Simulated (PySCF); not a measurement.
# Reading the logs of faulty runs: AlB2H4O

Calculated results; nothing here was measured. The program is PySCF 2.14.0, an open-source quantum chemistry code, run on an isolated molecule that a program drew, which may never have been made. The molecule is AlB2H4O (charge 0, doublet), drawn as the SMILES string `[BH2][AlH][B]O`.

Each row is a Hartree-Fock (HF) and frozen-core CCSD(T) single point in the cc-pV(D+d)Z basis, meant for a local HF minimum. Run 1 is clean. Each other run has one planted mistake out of seven kinds, and not every kind appears here: one electron removed, one electron added, multiplicity raised by two, geometry at a saddle point, minimal basis STO-3G, one bond length entered in bohr, all coordinates scaled. The reference is restricted for singlets and unrestricted otherwise, and also for a bond in bohr. Adding or removing an electron swaps singlet and doublet. Electrons count all cores. HOMO and LUMO are orbital energies over both spins, the gradient is its largest component, and the lowest frequency (negative if imaginary) is given only where the gradient is small. Bond lengths are over the 7 bonds as drawn. T1 is the CCSD diagnostic: over 0.02 (restricted) or 0.045 (unrestricted) a single reference is doubtful.

Geometry of the clean run:
```xyz
8
AlB2H4O, angstrom
B    -1.3546   -1.4262   -0.1382
Al   -1.1839    0.6570    0.3692
B    -0.3366    1.0858    2.1879
O     0.1871    1.3335    3.3597
H    -0.9684   -2.2887    0.6106
H    -1.8318   -1.8204   -1.1715
H    -1.6232    1.9267   -0.4722
H     1.1303    1.4456    3.3845
```

```
run  electrons  basis functions  <S^2>  HOMO (eV)  LUMO (eV)  gradient (hartree/bohr)  lowest frequency (cm^-1)  mean bond (Å)  longest bond (Å)      T1  HF (hartree)  CCSD(T) (hartree)                          mistake
  1         35               85  0.758      -6.81       0.67                  2.6e-05                        87         1.4936             2.151  0.0240    -368.43028         -368.88375                         no fault
  2         35               85  1.770      -6.70       0.85                  2.5e-02                         -         1.7670             4.065  0.0246    -368.32934         -368.75616  one bond length entered in bohr
  3         34               85  0.000     -15.03      -5.53                  9.3e-02                         -         1.4936             2.151  0.0170    -368.20507         -368.64333             one electron removed
  4         35               85  3.768      -6.63      -0.57                  4.6e-02                         -         1.4936             2.151  0.0200    -368.34545         -368.78258                                ?
  5         36               85  0.000      -0.21       6.43                  3.1e-02                         -         1.4936             2.151  0.0311    -368.41394         -368.91465                                ?
```

**Which mistake was planted in run 4, and what did it cost?**

Electrons, basis and geometry are unchanged, and <S^2> is 3.768, beside S(S+1) = 3.75 for a multiplicity of 4. So the mistake is: multiplicity raised by two. Subtracting run 1 and multiplying by 627.51 kcal/mol a hartree, the energy moved by 53.2 kcal/mol in HF and 63.5 kcal/mol in CCSD(T).

**Which mistake was planted in run 5, and what did it cost?**

It counts 36 electrons, one more than the clean run, at the same geometry and basis. So the mistake is: one electron added. Subtracting run 1 and multiplying by 627.51 kcal/mol a hartree, the energy moved by 10.3 kcal/mol in HF and -19.4 kcal/mol in CCSD(T).

Cautions from the logs. Run 5: T1 is over the limit, so its CCSD(T) energy is less reliable.
